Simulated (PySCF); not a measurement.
## Assigning NMR signals

Geometry (Å), atoms numbered from 1 in this order:
```xyz
14

C     2.162    0.709   -0.440
B     0.816    0.261    0.218
C    -0.407   -0.261   -0.557
C    -1.368   -1.216    0.144
C    -1.787    0.183   -0.065
H     2.171    1.817   -0.410
H     2.292    0.407   -1.490
H     3.041    0.401    0.147
H     0.690    0.369    1.426
H    -0.335   -0.397   -1.641
H    -1.820   -1.993   -0.479
H    -1.110   -1.541    1.155
H    -2.530    0.399   -0.837
H    -1.826    0.853    0.798
```

PySCF calculation with geometry: PBE0-D3(BJ)/def2-SVP, σ from GIAO-PBE0/pcSseg-1 and J couplings at B3LYP/pcJ-1 (spin–dipole term only in couplings to heteroatoms); no relativistic terms, no solvent model, fast rotation and ring inversion assumed for equivalent nuclei, one conformer.

Scale: 13C (184.41 ppm) and 1H (31.27 ppm) vs TMS (reference shieldings calculated alike).

(1) Assign these signals to the numbered atoms. 13C{1H} NMR (computed): δ 15.5, 14.6, 10.6.

(2) Assign these signals to the numbered atoms. 1H NMR (300 MHz, computed): δ 6.20 (br, 1H), 1.11 (s, 3H), 1.03 (m, 2H), 0.85 (m, 2H), 0.62 (tt, J = 9.7, 6.0 Hz, 1H).

## Answers

(1) 
15.5 → C3, three-membered-ring carbon: carbons of three-membered rings are unusually shielded
14.6 → C1, methyl carbon bonded to B
10.6 → C4/C5, three-membered-ring carbon: carbons of three-membered rings are unusually shielded

C3 and C1 lie closer than the usual error of such a calculation, so a measured spectrum could show them in the other order.

(2) 
| δ (ppm) | atoms | environment | reason |
| --- | --- | --- | --- |
| 6.20 | H9 | hydrogen on a boron bonded to 2 C | – |
| 1.11 | H6/H7/H8 | hydrogen on a methyl carbon bonded to B | – |
| 1.03 | H11/H13 | hydrogen on a three-membered-ring carbon | cyclopropane-type protons are shielded by the ring |
| 0.85 | H12/H14 | hydrogen on a three-membered-ring carbon | – |
| 0.62 | H10 | hydrogen on a three-membered-ring carbon | – |

H6/H7/H8 and H11/H13 lie closer than the usual error of such a calculation, so a measured spectrum could show them in the other order.

Hydrogens on boron are broadened and split by 11B (spin 3/2, 80 %) and 10B (spin 3). A carbon bonded to boron is broadened by the quadrupolar boron nucleus and is often missing from a measured spectrum. Multiplet labels drop couplings under 1 Hz and merge nearly equal ones. Couplings among chemically equivalent protons are left out too, so labels in AA′BB′ or AA′XX′ sets are apparent multiplicities. Unscaled 3J(H,H) at this level run about 10 % above measured values. Shifts are as computed. Against solution values, carbons near 30 ppm lie about +2 ppm off and those near 130 ppm about +5 ppm. Of 1313 compounds with measured shifts, 239 miss one by over three times the rms of a fit or turn the order of signals round; such compounds aren't used in these exercises. 3J across rotatable bonds or in flexible rings reflects this conformer alone.
